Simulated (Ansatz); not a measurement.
Computed with Ansatz on PBE0-D4/def2-TZVP structures; ΔE is electronic, products minus reactants. CBS: MP2 limit from def2 TZ/QZ plus the TZ coupled-cluster correction, frozen cores. Functionals use def2-TZVPP. Each species was taken in one conformer, which may not be the lowest.

`CO[SiH](C)F` + `S=CS` → `CSC=S` + `C[SiH](O)F`  (substitution at a C–O bond)

CCSD(T)/CBS gives -51.3 kJ/mol.

**Question.** Another level gave -51.0 kJ/mol. Which?
A. RPA@PBE/def2-TZVPP
B. HF/def2-TZVPP
C. ωB97X-V/def2-TZVPP
D. r2SCAN0/def2-TZVPP

**Answer.** D. r2SCAN0 -51.0, RPA@PBE/def2-TZVPP -39.8, ωB97X-V -44.3, HF/def2-TZVPP -35.5 kJ/mol.

Largest T1 diagnostic among the species: 0.018.

At CCSD(T), def2-SVP lies +27.2 kJ/mol from the extrapolated value and def2-TZVPP +5.1 kJ/mol. In def2-TZVPP, CCSD(T) changes the Hartree–Fock value by −10.6 kJ/mol (the triples alone add −2.2 kJ/mol) and MP2 by −18.5 kJ/mol. Leaving LDA and LC-ωPBE aside and taking each functional with its dispersion term where it has one, the values, not all of them listed here, spread over 9.8 kJ/mol, from revPBE-D4 to CAM-B3LYP-D4.
